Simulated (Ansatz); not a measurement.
Consider the cleavage of the Si–Si bond: `CN[SiH](N)[SiH3]` + `[OH][GeH]([F])[SH]` → `[OH][GeH]([F])[S][SiH3]` + `CN[SiH2]N`.

Computed with Ansatz on PBE0-D4/def2-TZVP structures; ΔE is electronic, products minus reactants. CBS: MP2 limit from def2 TZ/QZ plus the TZ coupled-cluster correction, frozen cores. Functionals use def2-TZVPP. B3LYP here is the variant with VWN-RPA as its local correlation; programs differ in this. For Ge outer-core shells are correlated without core-valence functions, which leaves a few kJ/mol of doubt a bond. Scalar relativity is left out up to krypton. Each species was taken in one conformer, which may not be the lowest.

`CN[SiH](N)[SiH3]`:

Cartesian coordinates in Å:
```
C -1.703 0.237 1.618
N -0.313 0.062 1.266
Si 0.380 0.499 -0.241
N 2.047 0.800 0.024
Si 0.292 -1.134 -1.936
H -1.814 0.465 2.683
H -2.114 1.082 1.061
H -2.328 -0.637 1.394
H 0.157 -0.652 1.801
H -0.457 1.661 -0.676
H 2.348 1.505 0.678
H 2.724 0.653 -0.706
H -1.123 -1.389 -2.328
H 1.032 -0.727 -3.167
H 0.871 -2.427 -1.471
```

`[OH][GeH]([F])[SH]`:

Z-matrix (Å, degrees):
```
Ge
F 1 1.732
S 1 2.203 2 102.5
O 1 1.757 2 108.8 3 119.2
H 1 1.526 2 108.9 3 -125.1
H 3 1.345 1 92.4 2 176.5
H 4 0.961 1 112.8 2 -68.5
```

`[OH][GeH]([F])[S][SiH3]`:

Z-matrix (Å, degrees):
```
Ge
F 1 1.739
S 1 2.184 2 111.1
O 1 1.764 2 104.1 3 116.1
H 1 1.529 2 106.5 3 -123.1
Si 3 2.154 1 98.1 2 84.7
H 4 0.962 1 111.8 2 18.8
H 6 1.482 3 110.8 1 -47.4
H 6 1.483 3 103.7 1 -165.5
H 6 1.480 3 111.5 1 76.4
```

`CN[SiH2]N`:

```xyz
12

C     0.616   -1.215    1.371
N    -0.174   -0.703    0.276
Si    0.224    0.654   -0.685
N    -1.227    1.313   -1.309
H    -0.020   -1.578    2.185
H     1.236   -0.412    1.777
H     1.289   -2.032    1.080
H    -0.829   -1.369   -0.104
H     1.047    0.414   -1.909
H     1.030    1.511    0.236
H    -1.239    1.753   -2.213
H    -1.953    1.664   -0.706
```

| level | ΔE (kJ/mol) | difference from CCSD(T)/CBS |
| --- | --- | --- |
| PBE-D4 | -53.4 | 16.9 |
| r2SCAN-D4 | -64.4 | 5.9 |
| PBE0-D4 | -59.7 | 10.6 |
| B3LYP-D4 | -64.3 | 6.0 |
| ωB97X-V | -66.9 | 3.4 |
| ωB97M-V | -72.3 | -2.0 |
| B2PLYP | -68.5 | 1.8 |
| PBE | -52.6 | 17.7 |
| r2SCAN | -64.6 | 5.7 |
| PBE0 | -59.3 | 11.0 |
| B3LYP | -62.7 | 7.6 |
| HF/def2-TZVPP | -78.0 | -7.7 |
| MP2/def2-TZVPP | -77.3 | -7.0 |
| SCS-MP2/def2-TZVPP | -76.1 | -5.8 |
| CCSD/def2-TZVPP | -67.4 | 2.9 |
| CCSD(T)/def2-TZVPP | -66.7 | 3.6 |
| HF/def2-QZVPP | -78.0 | -7.7 |
| MP2/def2-QZVPP | -79.4 | -9.1 |
| SCS-MP2/def2-QZVPP | -77.9 | -7.6 |
| HF/CBS(def2) | -78.0 | -7.7 |
| MP2/CBS(def2) | -80.9 | -10.6 |
| CCSD/CBS(def2) | -71.0 | -0.7 |
| CCSD(T)/CBS | -70.3 | 0 |

Largest T1 diagnostic among the species: 0.012.

From PBE to PBE0 (25 % exact exchange), in def2-TZVPP and without D4, ΔE moves by −6.7 kJ/mol.
